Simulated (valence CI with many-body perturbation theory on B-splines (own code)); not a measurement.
## Se¹¹⁺: magnetic and hyperfine properties of the levels

Computed by valence CI with perturbative core correlation (CI+MBPT): five valence electrons over a frozen Dirac-Fock core [Ar], a basis of 7 s, 7 p, 8 d, 6 f, 4 g, 1 h functions for each j, with the one-electron correlation potential Σ1, the two-electron term Σ2, the three-electron term Σ3, Breit, model QED; selected CI, second order for the rest, scaled by the run's own slope (own B-spline code, finite nucleus).

No measured spectrum was set against this ion. As an estimate, terms of the open shell hold to 2 to 4 % of their energy, and close levels can change places. Among the levels kept, up to 940 cm⁻¹ of a level comes from second order outside the variational space, and about a tenth of that is noise between levels of different J, which matters for small intervals. Excitations out of the core, of the other parity, are not computed and may begin above about 72.4 eV (a cautious bound); beyond it only levels of the ground parity were kept, without lifetimes. Only levels of the ground parity were solved; by the run's estimate the other parity begins above the list, which can be wrong where configurations are misplaced.

A/g_I is the dipole constant over the nuclear g factor μ/I (μ in nuclear magnetons, uniformly magnetised nucleus), B/Q the quadrupole constant per barn. Both hold the static response of the core; the bare values leave it out. Large factors of s and p1/2 electrons are usually good to 5 to 10 %; those of open d and f shells near neutrality can be off by tens of per cent, and small factors of p3/2, d and f electrons come from cancelling terms and can be off by a factor of two or in sign, in half-filled shells by more. B is blank for J = 1/2, where it vanishes, and for nearly pure S terms. Energies count from the lowest level.

Names give the largest LS component (configuration and term), which can be under half, so a name can repeat, a term be missing and a line seem to break the LS rules; names also repeat where a configuration has a term twice. Letters in brackets count levels of one name in rising energy.

```tsv
Level	E (cm⁻¹)	g	A/g_I (MHz)	A/g_I bare	B/Q (MHz/b)	B/Q bare
3d5 6S_5/2	0	1.996	-507	-12.2		
3d5 4G_5/2	65758	0.599	2890	2730	401	418
3d5 4G_11/2	66241	1.269	1930	2090	-59.4	-55.7
3d5 4G_7/2	66454	0.989	2110	2130	465	485
3d5 4G_9/2	66744	1.171	1880	1990	372	390
3d5 4P_5/2	71421	1.500	724	986	2080	2150
3d5 4P_3/2	72951	1.580	1340	1650	1340	1390
3d5 4P_1/2	74732	2.311	-2010	-1370		
3d5 4D_7/2	80345	1.418	1110	1330	766	781
3d5 4D_1/2	82738	0.350	5150	4880		
3d5 4D_5/2	83602	1.417	1350	1580	-1310	-1360
3d5 4D_3/2	83854	1.331	1920	2110	-877	-907
3d5 2I_11/2	95478	0.934	2500	2500	201	210
3d5 2I_13/2	96796	1.076	2360	2420	-15.2	-12.3
3d5 2D_5/2 [a]	100910	1.074	1870	1930	712	739
3d5 2D_3/2 [a]	104170	0.710	3690	3580	-20.9	-19.0
3d5 2F_7/2 [a]	107030	1.148	2410	2510	-1370	-1410
3d5 4F_9/2	108710	1.265	1700	1850	-102	-109
3d5 4F_5/2	110730	1.008	2430	2470	-1120	-1150
3d5 4F_7/2	112190	1.205	1590	1720	-943	-973
3d5 4F_3/2	113890	0.507	3860	3660	-331	-340
3d5 2H_9/2	115690	1.022	2340	2380	961	989
3d5 2F_5/2 [a]	118640	1.015	1940	1970	44.8	53.4
3d5 2G_7/2 [a]	120150	0.914	3030	3020	-638	-669
3d5 2H_11/2	120230	1.080	2290	2350	-183	-191
3d5 2G_9/2 [a]	124330	1.063	2180	2240	-705	-735
3d5 2F_5/2 [b]	127850	0.879	2300	2270	-257	-257
3d5 2F_7/2 [b]	128990	1.144	2290	2380	905	946
3d5 2S_1/2	139750	1.996	-518	-27.0		
3d5 2D_3/2 [b]	155990	0.800	2930	2860	-455	-474
3d5 2D_5/2 [b]	157170	1.189	1920	2040	-299	-313
3d5 2G_9/2 [b]	173460	1.110	2110	2190	-523	-537
3d5 2G_7/2 [b]	173980	0.890	2870	2850	782	813
3d5 2P_3/2	208980	1.312	1840	2020	-1280	-1330
3d5 2P_1/2	210070	0.674	390	252		
3d5 2D_5/2 [c]	228070	1.199	1630	1750	-273	-283
3d5 2D_3/2 [c]	229000	0.818	3910	3860	1620	1680
3d4.4s 6D_1/2	1062000	3.312	16100	15500		
3d4.4s 6D_3/2	1063500	1.862	7120	6900	1730	1790
3d4.4s 6D_5/2	1065700	1.654	5790	5650	1260	1310
```

(1) Take the isotope of mass number 79, with I = 7/2, μ = -1.018 μN and Q = 0.8 b. What is the hyperfine structure of 3d5 4G_9/2?

Answers

(1) From the table A = -548 MHz, B = 298 MHz. Shifts from the centre of gravity in MHz: F = 1: 10700, F = 2: 9550, F = 3: 7850, F = 4: 5600, F = 5: 2810, F = 6: -487, F = 7: -4290, F = 8: -8560.
